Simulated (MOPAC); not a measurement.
MOPAC input (AM1):

```
AM1 1SCF UHF MS=0.5 GEO-OK AUX(PRECISION=9) THREADS=1
C4H5GeS

Ge    1.74966300 1   -0.28438600 1    0.18110800 1
C    -0.15039600 1   -0.13306000 1   -0.12047900 1
C    -0.99637200 1   -1.10087600 1   -0.62383400 1
C    -2.35844300 1   -0.71667900 1   -0.63021800 1
C    -2.55195100 1    0.53740100 1   -0.11666100 1
S    -1.06966000 1    1.24998700 1    0.36889400 1
H     2.34713000 1   -1.21665100 1   -0.89879100 1
H     2.40535500 1    1.11525700 1    0.14781300 1
H    -0.64357500 1   -2.05754000 1   -0.98354700 1
H    -3.16079300 1   -1.33742700 1   -1.00231700 1
H    -3.47981400 1    1.07620200 1   -0.01377800 1
```

From the output:

```
                                                       MOPAC v23.2.5 Linux

          FINAL HEAT OF FORMATION =         59.06599 KCAL/MOL =     247.13211 KJ/MOL

          COSMO AREA              =        149.96 SQUARE ANGSTROMS
          COSMO VOLUME            =        147.61 CUBIC ANGSTROMS

          IONIZATION POTENTIAL    =          8.662058 EV
          ALPHA SOMO LUMO (EV)    =         -8.662  0.246
          BETA  SOMO LUMO (EV)    =         -9.153 -1.610
          NO. OF ALPHA ELECTRONS  =         16
          NO. OF BETA  ELECTRONS  =         15
          MOLECULAR WEIGHT        =        157.7335         POINT GROUP:  C1

          MOLECULAR DIMENSIONS (Angstroms)

            Atom       Atom       Distance
            H    11    H     7     6.32406
            H    10    H     8     4.65693
            H    11   Ge     1     0.63340

          SCF CALCULATIONS        =          1

   ATOM   CHEMICAL          X               Y               Z
  NUMBER   SYMBOL      (ANGSTROMS)     (ANGSTROMS)     (ANGSTROMS)

     1      Ge          1.74966300  *  -0.28438600  *   0.18110800  *
     2       C         -0.15039600  *  -0.13306000  *  -0.12047900  *
     3       C         -0.99637200  *  -1.10087600  *  -0.62383400  *
     4       C         -2.35844300  *  -0.71667900  *  -0.63021800  *
     5       C         -2.55195100  *   0.53740100  *  -0.11666100  *
     6       S         -1.06966000  *   1.24998700  *   0.36889400  *
     7       H          2.34713000  *  -1.21665100  *  -0.89879100  *
     8       H          2.40535500  *   1.11525700  *   0.14781300  *
     9       H         -0.64357500  *  -2.05754000  *  -0.98354700  *
    10       H         -3.16079300  *  -1.33742700  *  -1.00231700  *
    11       H         -3.47981400  *   1.07620200  *  -0.01377800  *

                             CARTESIAN COORDINATES

   1   Ge        1.749663000    -0.284386000     0.181108000
   2    C       -0.150396000    -0.133060000    -0.120479000
   3    C       -0.996372000    -1.100876000    -0.623834000
   4    C       -2.358443000    -0.716679000    -0.630218000
   5    C       -2.551951000     0.537401000    -0.116661000
   6    S       -1.069660000     1.249987000     0.368894000
   7    H        2.347130000    -1.216651000    -0.898791000
   8    H        2.405355000     1.115257000     0.147813000
   9    H       -0.643575000    -2.057540000    -0.983547000
  10    H       -3.160793000    -1.337427000    -1.002317000
  11    H       -3.479814000     1.076202000    -0.013778000

           Empirical Formula: C4 H5 Ge S  =    11 atoms

      MOLECULAR POINT GROUP   :   C1

          ALPHA EIGENVALUES
 -37.66853 -29.66643 -24.62980 -20.26291 -17.99520 -16.33326 -14.26138 -13.68300
 -13.46978 -13.19940 -12.03687 -11.57641 -11.36385  -9.83816  -9.28770  -8.66206
   0.24644   0.65084   0.80091   1.19908   1.44237   1.81510   2.21946   4.15832
   4.58411   4.66108   5.11065   5.34204   5.62579

           BETA EIGENVALUES
 -37.63135 -29.61818 -24.66539 -20.23868 -17.98200 -16.30384 -14.07845 -13.64008
 -13.40793 -13.16613 -12.09407 -11.60230 -11.40638  -9.65252  -9.15252  -1.60965
   0.28922   0.71843   0.80383   1.20753   1.41404   1.90715   2.47598   4.29145
   4.52024   4.73238   5.10836   5.37278   5.62217

              NET ATOMIC CHARGES AND DIPOLE CONTRIBUTIONS

  ATOM NO.   TYPE          CHARGE      No. of ELECS.   s-Pop       p-Pop
    1         Ge           0.439002        3.5610     0.93860     2.62240
    2          C          -0.495684        4.4957     1.31667     3.17902
    3          C          -0.141865        4.1419     1.21902     2.92285
    4          C          -0.153772        4.1538     1.21551     2.93826
    5          C          -0.380522        4.3805     1.25837     3.12215
    6          S           0.417479        5.5825     1.83074     3.75178
    7          H          -0.075338        1.0753     1.07534
    8          H          -0.071616        1.0716     1.07162
    9          H           0.147179        0.8528     0.85282
   10          H           0.150067        0.8499     0.84993
   11          H           0.165070        0.8349     0.83493
 DIPOLE           X         Y         Z       TOTAL
 POINT-CHG.     1.819     1.012     1.358     2.485
 HYBRID        -1.540    -1.183    -1.244     2.306
 SUM            0.279    -0.171     0.114     0.347

          ATOMIC ORBITAL ELECTRON POPULATIONS

     Atom    s        px        py        pz
    1 Ge   0.93860   0.75449   0.92277   0.94513
    2  C   1.31667   1.09435   0.99000   1.09467
    3  C   1.21902   0.91585   0.99085   1.01615
    4  C   1.21551   0.96046   0.95301   1.02480
    5  C   1.25837   1.02948   1.00239   1.09029
    6  S   1.83074   0.96423   1.19783   1.58971
    7  H   1.07534
    8  H   1.07162
    9  H   0.85282
   10  H   0.84993
   11  H   0.83493

                    (SZ)    =    0.500000
                    (S**2)  =    0.879909

          ATOMIC ORBITAL SPIN POPULATIONS

    Atom   Total    s     px     py     pz
         Atomic
    1 Ge  1.1306  0.192  0.066  0.185  0.688
    2  C -0.3402 -0.027 -0.052 -0.056 -0.205
    3  C  0.2851  0.018  0.024  0.049  0.193
    4  C -0.2362 -0.015 -0.021 -0.044 -0.156
    5  C  0.2789  0.016  0.017  0.049  0.197
    6  S  0.0094  0.001 -0.007  0.013  0.003
    7  H -0.0561 -0.056
    8  H -0.0546 -0.055
    9  H -0.0146 -0.015
   10  H  0.0119  0.012
   11  H -0.0143 -0.014

 **********************
 *                    *
 * JOB ENDED NORMALLY *
 *                    *
 **********************

 == MOPAC DONE ==
```

The geometry given is a B3LYP-D3(BJ)/def2-TZVP minimum.

The determinant is spin-contaminated: <S^2> is 0.88 against 0.75 for a pure state.
